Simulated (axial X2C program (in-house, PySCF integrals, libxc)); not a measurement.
# Outer orbitals of CoB at 1.671 Å, HF

Computed with an axial X2C code built on PySCF integrals. Spin-free means the one-electron spin-free X2C Hamiltonian; two-component (2c) means X2C with spin–orbit coupling and atomic mean-field two-electron Coulomb and Gaunt terms, so the difference of the two also holds small scalar two-electron terms. Basis: Co dyall-cv3z [9s10p6d3f2g], B dyall-v3z [7s6p2d1f] (cores contracted in-house); Gaussian nuclei, density fitting, unrestricted open shells. Masses: Co 58.933 u, B 11.009 u.

The distance is close to the 2c PBE0 minimum; the highest filled and lowest empty levels are listed.

Spin-free orbitals, state M_S = 1, Λ = 2 (beyond evenly filled blocks: σα, δ+α, δ+β, δ-α) (Löwdin shares):

| symmetry | occupied | ε (eV) | atomic character |
| --- | --- | --- | --- |
| π-α | yes | -20.06 | 98% Co d |
| π+α | yes | -20.06 | 98% Co d |
| δ+α | yes | -19.38 | 100% Co d |
| δ-α | yes | -19.38 | 100% Co d |
| σα | yes | -19.34 | 92% Co d, 4% B s |
| σβ | yes | -18.86 | 48% Co d, 30% B s, 8% Co p |
| δ+β | yes | -15.80 | 100% Co d |
| σβ | yes | -13.75 | 49% Co d, 25% B s, 15% Co s |
| σα | yes | -12.08 | 56% B s, 29% Co s, 6% Co d |
| π+β | yes | -9.25 | 64% B p, 22% Co d, 12% Co p |
| π-β | yes | -9.10 | 68% B p, 19% Co d, 12% Co p |
| σα | yes | -7.72 | 36% Co s, 30% Co p, 28% B p |
| σβ | no | 0.14 | 36% Co p, 35% Co s, 24% B p |
| π-α | no | 0.56 | 81% Co p, 18% B p |
| π+α | no | 0.56 | 81% Co p, 18% B p |
| σα | no | 0.94 | 42% B p, 32% Co p, 22% Co s |

Spinors with spin–orbit coupling (state Ω = 3):

```csv
ω,occupied,ε (eV),atomic character,λ mixture
-1/2,yes,-20.10,98% Co d,100% π
3/2,yes,-20.01,98% Co d,100% π
-3/2,yes,-19.46,100% Co d,100% δ
1/2,yes,-19.34,"92% Co d, 4% B s",100% σ
5/2,yes,-19.28,100% Co d,100% δ
-1/2,yes,-18.85,"48% Co d, 30% B s, 8% Co p",100% σ
3/2,yes,-15.89,100% Co d,100% δ
-1/2,yes,-13.74,"49% Co d, 25% B s, 15% Co s",100% σ
1/2,yes,-12.08,"56% B s, 29% Co s, 6% Co d",100% σ
1/2,yes,-9.25,"64% B p, 22% Co d, 12% Co p",100% π
-3/2,yes,-9.09,"68% B p, 19% Co d, 12% Co p",100% π
1/2,yes,-7.72,"36% Co s, 30% Co p, 28% B p",100% σ
-1/2,no,0.14,"36% Co p, 35% Co s, 24% B p",100% σ
-1/2,no,0.56,"81% Co p, 19% B p",100% π
3/2,no,0.57,"81% Co p, 18% B p",100% π
1/2,no,0.94,"42% B p, 33% Co p, 22% Co s",100% σ
```

Mulliken charges and populations of the two-component result (they depend on the basis, above all on diffuse functions):

Co 0.53 e (s 6.82 p 12.45 d 7.20), B -0.53 e (s 3.65 p 1.81 d 0.07 f 0.01). ⟨Lz⟩ = 2.00 ħ and ⟨Sz⟩ = 1.00 ħ (1.66 and -0.66 on the two atoms), which add up to Ω.

The state is a single determinant with fixed occupations, the lowest that a limited PBE0 search found. PBE0 can misorder states that lie within some tenths of an eV, so this need not be the ground state of the molecule. The nearest other spin-free determinant of the search, M_S = 0, Λ = 2, lies 0.07 eV up at the distance of the search. With several unpaired electrons one determinant need not be a pure state. A state of lower Ω lies just above, and one determinant can place such states too high, so the state shown need not be the lowest. The search has Ω = 2 only 0.07 eV up. The determinant is spin-polarised beyond a pure state at some levels (its spin-free form has ⟨S²⟩ too high), which makes Re and μ there less reliable.
